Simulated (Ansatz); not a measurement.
`[CH3][Y]([CH3])[OH]` + H₂O → `[CH3][Y]([OH])[OH]` + CH₄  (formal hydrolysis of a Y–C bond)

Calculated with Ansatz (gas phase, PBE0-D4/def2-TZVP geometries, no zero-point term in ΔE). CCSD(T)/CBS is the MP2 limit (def2-TZVPP, def2-QZVPP) plus CCSD(T) − MP2 in def2-TZVPP, frozen cores. This one scheme is used for every species. Elements past krypton have def2 core potentials. For Y outer-core shells are correlated without core-valence functions, which leaves a few kJ/mol of doubt a bond. One conformer a species, not always the lowest.

| species | CCSD(T)/CBS(def2) energy (Eh) |
| --- | --- |
| `[CH3][Y]([CH3])[OH]` | -193.78963 |
| H₂O | -76.37941 |
| `[CH3][Y]([OH])[OH]` | -229.78557 |
| CH₄ | -40.46206 |

Q: Work out ΔE.

A: ΔE = (-229.78557) + (-40.46206) − (-193.78963) − (-76.37941) = -0.07859 Eh = -206.3 kJ/mol.

Largest T1 diagnostic among the species: 0.014.

In def2-TZVPP, CCSD(T) changes the Hartree–Fock value by +12.8 kJ/mol (the triples alone add +1.1 kJ/mol) and MP2 by +7.9 kJ/mol. Leaving LDA and LC-ωPBE aside and taking each functional with its dispersion term where it has one, the values, not all of them listed here, spread over 18.0 kJ/mol, from CAM-B3LYP-D4 to revPBE-D4.
